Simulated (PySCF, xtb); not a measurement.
FH₄NSn, SMILES [F][SnH2][NH2].

GFN2-xTB (xtb) at its own geometry gives an orbital gap of 4.82 eV and a dipole moment of 3.99 D.

Coordinates come from a PBE0-D3(BJ)/def2-SVP optimisation. The def2 effective core potentials stand for the cores of Sn; spin–orbit coupling is left out. Other conformers were not sampled.

Problem. What does ωB97X/def2-TZVPD (PySCF) give? (Estimate from the structure and the level; the computed values follow.)

Solution. gap 11.71 eV (levels -10.39 and 1.32 eV), dipole 1.95 D.
